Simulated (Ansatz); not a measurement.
Consider the formal hydrolysis of the Si–O bond: `CO[SiH2][SeH]` + H₂O → `O[SiH2][SeH]` + CH₃OH.

Gas-phase electronic energies from Ansatz, PBE0-D4/def2-TZVP geometries. CBS: MP2 limit from def2 TZ/QZ plus the TZ coupled-cluster correction, frozen cores. This one scheme is used for every species. Functionals use def2-TZVPP. B3LYP here is the variant with VWN-RPA as its local correlation; programs differ in this. HSE06 is defined as in plane-wave codes. For Se outer-core shells are correlated without core-valence functions, which leaves a few kJ/mol of doubt a bond. Scalar relativity is left out up to krypton. Each species was taken in one conformer, which may not be the lowest.

`CO[SiH2][SeH]`:

Z-matrix (Å, degrees):
```
C
O 1 1.411
H 1 1.096 2 111.3
H 1 1.096 2 111.6 3 121.5
H 1 1.091 2 108.1 3 -119.1
Si 2 1.639 1 122.4 3 -70.6
Se 6 2.261 2 109.9 1 -170.9
H 6 1.487 2 109.0 1 -48.8
H 6 1.486 2 111.8 1 72.8
H 7 1.469 6 92.7 2 71.4
```

H₂O:

Cartesian coordinates in Å:
```
O -0.042 -0.267 0.280
H 0.663 0.377 0.188
H -0.622 -0.110 -0.468
```

`O[SiH2][SeH]`:

Z-matrix (Å, degrees):
```
Si
Se 1 2.282
O 1 1.641 2 113.4
H 1 1.477 2 107.8 3 116.2
H 1 1.484 2 106.6 3 -123.6
H 2 1.468 1 92.5 3 97.5
H 3 0.959 1 117.7 2 -46.2
```

CH₃OH:

```xyz
6

C    -0.147    0.156   -0.285
O     0.827   -0.550    0.449
H     0.230    0.255   -1.303
H    -0.321    1.163    0.114
H    -1.106   -0.376   -0.327
H     0.517   -0.648    1.352
```

```csv
level,ΔE (kJ/mol),difference from CCSD(T)/CBS
BLYP-D4,-1.5,-2.5
B97M-V,-1.9,-2.9
B3LYP-D4,-1.4,-2.4
ωB97X-V,-2.5,-3.5
ωB97M-V,-2.5,-3.5
PBE,-6.9,-7.9
B3LYP,-6.4,-7.4
r2SCAN0,-4.2,-5.2
HSE06,-5.8,-6.8
BHLYP,-5.2,-6.2
CAM-B3LYP,-5.2,-6.2
LC-ωPBE,-4.9,-5.9
CCSD(T)/def2-SVP,-1.7,-2.7
CCSD/def2-TZVPP,-0.9,-1.9
CCSD(T)/def2-TZVPP,-0.2,-1.2
MP2/def2-QZVPP,1.8,0.8
CCSD(T)/CBS,1.0,0
```

Largest T1 diagnostic among the species: 0.010.

The D4 term adds +5.0 kJ/mol with B3LYP and +2.9 kJ/mol with PBE0; it sums over pairs of atoms, weighted by their polarisabilities, and B3LYP, whose exchange is more repulsive, gets the larger term. Leaving LDA and LC-ωPBE aside and taking each functional with its dispersion term where it has one, the values, not all of them listed here, spread over 2.7 kJ/mol, from PBE-D4 to BHLYP-D4. In def2-TZVPP, CCSD(T) changes the Hartree–Fock value by +5.2 kJ/mol (the triples alone add +0.7 kJ/mol) and MP2 by +6.2 kJ/mol.
